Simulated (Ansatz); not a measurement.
Abridged output of a molecular run in Ansatz:

```
Functional definition: HF
  name "HF"
  cite "Fock, Z. Phys. 61, 126 (1930) doi:10.1007/BF01340294"
  parent pbe
  exchange = exact_x
  correlation = 0
these checks for a lower state are left out or cut short: cluster_reference
1154 factors; integrals over basis functions are off by at most 9.1e-4 eV
mean field evaluation 1: about -12671.9542 eV, gradient 3.2e1 eV
mean field evaluation 2: about -12671.9583 eV, gradient 3.2e1 eV
mean field evaluation 4: about -12676.3017 eV, gradient 3.2e0 eV
mean field evaluation 8: about -12676.4433 eV, gradient 2.4e-1 eV
mean field -12676.44423820 eV, -465.8507333512 hartree, gradient 2.0e-6 eV, S^2 0.753346; 0 other end points of the search recorded, 0 dependent functions left out
8 core orbitals not correlated: weight in the atoms' cores, before any rotation towards them, 1.000 or more for the frozen orbitals, at most 0.000 for the correlated occupied ones
reference -12676.44423820 eV, -465.8507333512 hartree; 12, 11 occupied and 171, 172 virtual orbitals, 1154 factors
second order -18.17853588 eV of doubles, -0.00000000 eV of singles
cycle   1  -18.36878447 eV  change   -1.9e-1 eV  update   9.7e-2
cycle   2  -18.83510052 eV  change   -4.7e-1 eV  update   2.9e-2
cycle   3  -18.95286715 eV  change   -1.2e-1 eV  update   1.7e-2
cycle   4  -18.94074647 eV  change    1.2e-2 eV  update   4.9e-3
cycle   5  -18.94014274 eV  change    6.0e-4 eV  update   2.4e-3
cycle   6  -18.94083794 eV  change   -7.0e-4 eV  update   7.9e-4
cycle   7  -18.94067781 eV  change    1.6e-4 eV  update   3.5e-4
cycle   8  -18.94073930 eV  change   -6.1e-5 eV  update   1.3e-4
cycle   9  -18.94078062 eV  change   -4.1e-5 eV  update   4.8e-5
cycle  10  -18.94076538 eV  change    1.5e-5 eV  update   1.8e-5
perturbative correction -0.67244967 eV, -0.0247120697 hartree
Total energy: -12696.05745325 eV, -466.5715057102 hartree
Checks for a lower state left out: cluster_reference
```

Its atoms:

Cartesian coordinates in Å:
```
O 0.031 -0.624 -2.522
B 0.125 0.108 -1.403
O -0.074 -0.368 -0.155
Si 0.014 0.447 1.291
H -0.198 -1.550 -2.359
H -0.267 -0.557 2.343
H 1.370 1.017 1.475
H -1.001 1.527 1.330
```

Which basis set was used?
A. cc-pV(Q+d)Z
B. def2-TZVPPD
C. def2-TZVPP
D. def2-SVP

C. It gives 191 functions.

Write the keys of the input that set method, charge and spin (a neutral closed shell needs none for the last two).


```yaml
magnetization: {spin_polarized: true, initial_magnetization: 1}
correlation: {method: ccsd_t}
scf: {omitted_lower_state_checks: [cluster_reference]}
```
